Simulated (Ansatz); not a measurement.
The cluster Mn₂Cu₃⁻. Charge -1, multiplicity 9. Geometry PBE0-D4/def2-SVPD.

```csv
atom,x (Å),y (Å),z (Å)
Cu1,0.6043,-0.9360,1.5569
Cu2,-1.9708,0.4645,-1.3294
Cu3,1.8811,0.3526,0.1161
Mn4,0.0011,-1.0632,-0.9470
Mn5,-0.5156,1.1821,0.6033
```

LC-ωPBE has ω = 0.4 bohr⁻¹. At PBE-D4/def2-TZVPD, r2SCAN-D4/def2-TZVPD, r2SCANh-D4/def2-TZVPD, PBE0-D4/def2-TZVPD and others the charge -1 multiplicity 9 is spin-contaminated (final ⟨S²⟩ up to 21.67, 20.00 for a pure state). At PBE-D4/def2-TZVPD, r2SCAN-D4/def2-TZVPD, r2SCANh-D4/def2-TZVPD, PBE0-D4/def2-TZVPD the highest occupied level of the charge -1 multiplicity 9 lies above zero (up to 0.40 eV). The electron is either unbound and held by the finite basis, or the level is raised by self-interaction error. At PBE-D4/def2-TZVPD an occupied level of the charge -1 multiplicity 9 lies above an empty one of the other spin, so a lower spin may lie lower. Another isomer (multiplicity 9) lies 0.05 eV lower at PBE0-D4/def2-TZVPD; other spin states weren't run for this one.

(1) Estimate the α-spin orbital energies around the gap (eV) in Ansatz with PBE-D4/def2-TZVPD, r2SCAN-D4/def2-TZVPD, r2SCANh-D4/def2-TZVPD, PBE0-D4/def2-TZVPD, LC-ωPBE/def2-TZVPD.

Answers

(1) 
| orbital | PBE-D4/def2-TZVPD | r2SCAN-D4/def2-TZVPD | r2SCANh-D4/def2-TZVPD | PBE0-D4/def2-TZVPD | LC-ωPBE/def2-TZVPD |
| --- | --- | --- | --- | --- | --- |
| HOMO−5 | -1.47 | -1.71 | -2.50 | -3.50 | -5.97 |
| HOMO−4 | -1.38 | -1.70 | -2.43 | -3.41 | -5.86 |
| HOMO−3 | -1.28 | -1.64 | -2.39 | -3.38 | -5.81 |
| HOMO−2 | -1.27 | -1.50 | -2.22 | -3.16 | -5.59 |
| HOMO−1 | -0.86 | -1.11 | -1.43 | -1.65 | -3.55 |
| HOMO | -0.25 | -0.60 | -0.90 | -1.03 | -2.56 |
| LUMO | 0.33 | 0.48 | 0.72 | 1.02 | 2.83 |
| LUMO+1 | 1.26 | 1.36 | 1.57 | 1.88 | 3.23 |
| LUMO+2 | 1.66 | 1.68 | 1.86 | 2.04 | 3.51 |
| LUMO+3 | 1.94 | 1.95 | 2.10 | 2.34 | 3.69 |
| LUMO+4 | 2.29 | 2.51 | 2.73 | 2.94 | 4.18 |
| LUMO+5 | 2.65 | 2.88 | 3.04 | 3.13 | 4.40 |
| β HOMO | 0.40 | 0.35 | 0.17 | 0.06 | -1.73 |
| β LUMO | 1.03 | 1.28 | 1.62 | 1.99 | 3.45 |
